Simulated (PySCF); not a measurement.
FGeH7Si2, SMILES F[SiH2][SiH2][GeH3]. Geometry: r2SCAN-D4/def2-SVP. The structure was generated by enumeration, and PubChem lists no compound with its InChIKey, so it may never have been made. The values are those of a single conformer.

Computed equilibrium geometry at r2SCAN-D4/def2-SVP (PySCF confirms it by a frequency run) as Cartesian coordinates in Å, and its point group (one conformer of several):
point group Cs.
```xyz
11

Si     0.5962     1.9737     0.0000
F     -0.1527     3.4251     0.0000
Si    -0.9708     0.2334     0.0000
Ge     0.1880    -1.8504     0.0000
H      1.4592     1.8978    -1.2159
H      1.4592     1.8978     1.2159
H     -1.8381     0.3219     1.2161
H     -1.8381     0.3219    -1.2161
H      1.0813    -1.9633    -1.2454
H      1.0813    -1.9633     1.2454
H     -0.8024    -3.0243     0.0000
```
